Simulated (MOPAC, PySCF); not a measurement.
Precursor series Zn Cl-CH3. Isolated molecules, 0 K electronic values unless said otherwise. One relaxed conformer stands for each flexible species; it need not be the lowest.

Quantity: redistribution energy (mixed species minus the weighted end members), in eV. Semi-empirical values (MOPAC) are differences of heats of formation.

Level 1: B3LYP/6-311+G** (LANL2DZ on Zn) // TPSS-D3(BJ)/def2-SVP (PySCF)
Level 2: PBE/6-31G* (LANL2DZ on Zn) // TPSS-D3(BJ)/def2-SVP (PySCF)
Level 3: PM3 // TPSS-D3(BJ)/def2-SVP (MOPAC)
Level 4: PM7 // TPSS-D3(BJ)/def2-SVP (MOPAC)

```
species                                   level 1  level 2  level 3  level 4
----------------------------------------  -------  -------  -------  -------
1 of 2 Cl replaced by CH3: [Zn(Cl)(CH3)]   -0.220   -0.232   -0.131   -0.302
```
